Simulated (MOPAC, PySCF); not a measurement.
C₃H₆Si, SMILES `C1C([SiH3])C=1`, neutral singlet in the gas phase. 

Cartesian coordinates (Å):
SMILES: C1=CC1[SiH3]
```xyz
10

Si     1.4471     0.0858     0.3885
C     -0.2427    -0.4333    -0.2244
C     -1.4065     0.5439    -0.3188
C     -1.4918    -0.3066     0.6369
H      1.2949     1.1951     1.3623
H      2.1477    -1.0433     1.0534
H      2.3072     0.5460    -0.7323
H     -0.2346    -1.2505    -0.9509
H     -1.8057     1.3770    -0.8676
H     -2.0157    -0.7141     1.4820
```
Charge 0, multiplicity 1.

All levels are single points at this geometry (B3LYP-D3(BJ)/def2-TZVP); Pople sets use spherical d functions. Orbital energies aren't observables, and empty levels follow the basis.

```json
[
 {"level": "B3LYP-D3(BJ)/def2-TZVP in PySCF", "HOMO (eV)": "-6.82", "LUMO (eV)": "-0.53", "gap (eV)": "6.29", "dipole (D)": "1.34", "vertical IE, Delta-SCF (eV)": "–"},
 {"level": "PBE-D3(BJ)/def2-TZVP in PySCF", "HOMO (eV)": "-5.91", "LUMO (eV)": "-1.34", "gap (eV)": "4.58", "dipole (D)": "1.39", "vertical IE, Delta-SCF (eV)": "–"},
 {"level": "B3LYP/3-21G in PySCF", "HOMO (eV)": "-6.68", "LUMO (eV)": "0.13", "gap (eV)": "6.81", "dipole (D)": "1.27", "vertical IE, Delta-SCF (eV)": "–"},
 {"level": "B3LYP/6-311+G** in PySCF", "HOMO (eV)": "-6.85", "LUMO (eV)": "-0.62", "gap (eV)": "6.22", "dipole (D)": "1.28", "vertical IE, Delta-SCF (eV)": "–"},
 {"level": "B3LYP/6-31G* in PySCF", "HOMO (eV)": "-6.56", "LUMO (eV)": "0.06", "gap (eV)": "6.62", "dipole (D)": "1.39", "vertical IE, Delta-SCF (eV)": "9.03"},
 {"level": "BP86/6-31G* in PySCF", "HOMO (eV)": "-5.74", "LUMO (eV)": "-0.92", "gap (eV)": "4.83", "dipole (D)": "1.44", "vertical IE, Delta-SCF (eV)": "–"},
 {"level": "PBE/6-31G* in PySCF", "HOMO (eV)": "-5.65", "LUMO (eV)": "-0.83", "gap (eV)": "4.82", "dipole (D)": "1.44", "vertical IE, Delta-SCF (eV)": "8.93"},
 {"level": "SVWN5/6-31G* in PySCF", "HOMO (eV)": "-5.75", "LUMO (eV)": "-1.04", "gap (eV)": "4.71", "dipole (D)": "1.43", "vertical IE, Delta-SCF (eV)": "9.09"},
 {"level": "HF/6-31G* in PySCF", "HOMO (eV)": "-9.33", "LUMO (eV)": "4.17", "gap (eV)": "13.50", "dipole (D)": "1.37", "vertical IE, Delta-SCF (eV)": "8.16"},
 {"level": "HF/STO-3G in PySCF", "HOMO (eV)": "-7.63", "LUMO (eV)": "8.95", "gap (eV)": "16.58", "dipole (D)": "0.59", "vertical IE, Delta-SCF (eV)": "–"},
 {"level": "AM1 in MOPAC", "HOMO (eV)": "-9.79", "LUMO (eV)": "1.12", "gap (eV)": "10.91", "dipole (D)": "0.71", "vertical IE, Delta-SCF (eV)": "–"},
 {"level": "PM3 in MOPAC", "HOMO (eV)": "-9.54", "LUMO (eV)": "0.69", "gap (eV)": "10.22", "dipole (D)": "0.70", "vertical IE, Delta-SCF (eV)": "–"},
 {"level": "PM7 in MOPAC", "HOMO (eV)": "-9.91", "LUMO (eV)": "0.73", "gap (eV)": "10.65", "dipole (D)": "0.68", "vertical IE, Delta-SCF (eV)": "–"}
]
```
